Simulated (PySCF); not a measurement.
Job file and geometry (Å, from GFN2-xTB) of an NMR shielding run on `CB([SiH2]CF)[C@@H]1[C@@H]2C[C@@H]21`, C6H12BFSi, GIAO PBE0/pcSseg-1 NMR shielding, non-relativistic, gas phase (PySCF); density fitting, a coarse starting grid and PySCF grid level 2 are the driver's defaults:

```
$ OMP_NUM_THREADS=1 python probes_run.py task.json out

{"job": {"kind": "nmr", "xc": "PBE0", "basis": "pcSseg-1"}, "charge": 0, "multiplicity": 1}
C      0.301928    -2.146609    -0.705363
B      0.049074    -0.876901     0.193006
Si     1.579629     0.206041     0.799775
C      2.623927     0.749610    -0.733759
F      1.795686     1.278689    -1.712412
C     -1.431037    -0.574362     0.610126
C     -2.398103     0.303387    -0.156037
C     -1.631485     1.579693    -0.020332
C     -1.933438     0.733459     1.176302
H      1.137897    -2.757623    -0.366394
H      0.580900    -1.797565    -1.702338
H     -0.562409    -2.796068    -0.830311
H      1.301833     1.453934     1.531599
H      2.583901    -0.503877     1.618278
H      3.357091     1.524833    -0.504220
H      3.143984    -0.089293    -1.202359
H     -1.934227    -1.454342     1.025915
H     -3.350157     0.082426    -0.589880
H     -0.621122     1.632597    -0.406937
H     -2.184091     2.505824    -0.125958
H     -2.418702     0.963091     2.100828
```

**Question.** Write the output of this run.

**Answer.** 
```
coarse grid: 17752 points
cycle   1  E = -649.2207833500  dE =  1.119e+00  |g| = 5.682e-01  |ddm| = 4.048e+00
cycle   2  E = -649.1907083734  dE =  3.007e-02  |g| = 7.301e-01  |ddm| = 1.111e+00
cycle   3  E = -649.2907926206  dE = -1.001e-01  |g| = 7.022e-02  |ddm| = 6.595e-01
cycle   4  E = -649.2914729964  dE = -6.804e-04  |g| = 3.476e-02  |ddm| = 6.759e-02
cycle   5  E = -649.2917200156  dE = -2.470e-04  |g| = 4.676e-03  |ddm| = 2.766e-02
cycle   6  E = -649.2917246612  dE = -4.646e-06  |g| = 1.059e-03  |ddm| = 6.617e-03
final grid: 166456 points
cycle   7  E = -649.3483429445  dE = -5.444e-05  |g| = 1.003e-02  |ddm| = 3.907e-02
cycle   8  E = -649.3483313995  dE =  1.155e-05  |g| = 1.263e-02  |ddm| = 2.016e-02
cycle   9  E = -649.3483675910  dE = -3.619e-05  |g| = 9.088e-04  |ddm| = 1.059e-02
cycle  10  E = -649.3483677202  dE = -1.292e-07  |g| = 3.102e-04  |ddm| = 8.868e-04
cycle  11  E = -649.3483677354  dE = -1.522e-08  |g| = 5.326e-05  |ddm| = 2.800e-04
cycle  12  E = -649.3483677360  dE = -5.875e-10  |g| = 1.866e-05  |ddm| = 8.160e-05
converged SCF energy = -649.3483677360

GIAO shielding tensors (ppm)
atom      isotropic    diamagn.    paramagn.     s11        s22        s33       span
  0 C      163.421     253.554     -90.132    129.430    175.942    184.892     55.461
  1 B      -17.247     191.096    -208.343    -96.598    -83.027    127.885    224.483
  2 Si     430.774     880.356    -449.582    388.299    450.732    453.291     64.992
  3 C      105.750     244.125    -138.376     52.001     83.148    182.100    130.099
  4 F      469.569     478.083      -8.514    410.914    488.886    508.908     97.995
  5 C      137.311     249.804    -112.493    118.057    120.662    173.214     55.158
  6 C      167.123     253.207     -86.083    117.844    180.688    202.838     84.993
  7 C      153.063     250.854     -97.791    135.977    143.165    180.047     44.070
  8 C      182.432     252.013     -69.581    146.257    196.199    204.839     58.582
  9 H       29.923      30.002      -0.079     25.653     29.180     34.935      9.282
 10 H       30.457      31.222      -0.765     27.112     29.162     35.097      7.986
 11 H       29.795      31.132      -1.337     26.150     30.091     33.144      6.994
 12 H       27.616      29.346      -1.730     24.129     27.695     31.025      6.896
 13 H       27.916      29.077      -1.162     24.883     26.004     32.860      7.977
 14 H       26.437      27.171      -0.734     22.143     26.123     31.045      8.902
 15 H       26.472      28.462      -1.990     22.471     26.136     30.808      8.337
 16 H       30.246      30.971      -0.725     24.427     27.579     38.734     14.307
 17 H       28.946      32.247      -3.301     22.972     26.232     37.633     14.660
 18 H       30.978      32.051      -1.072     23.531     29.338     40.067     16.536
 19 H       30.530      29.264       1.266     24.815     26.273     40.501     15.686
 20 H       29.541      31.717      -2.176     23.867     26.046     38.710     14.843
```

Size and cost of the density-fitted run: 220 basis functions, 100 s wall time on 1 thread of an Arm Neoverse N1, shared host; peak memory 1 GiB.
